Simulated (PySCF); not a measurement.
## Electron correlation in Ar³⁺ (argon, charge +3)

[Ne] 3s2 3p3, high-spin 4S determinant. Computed with PySCF 2.14 in aug-cc-pwCVTZ (8s7p5d3f, 75 functions), with the non-relativistic Hamiltonian (point nucleus). Frozen: 1s2; 13 electrons correlated.

| level | correlation energy (mhartree) |
| --- | --- |
| CCSD | -400.31 |
| (T) | -5.55 |
| CCSD(T) | -405.86 |

Diagnostics: T1 = 0.0027, D1 = 0.0103, largest double amplitude 0.057.

Cost of the coupled-cluster step: roughly 40 core-seconds, for 13 correlated electrons.
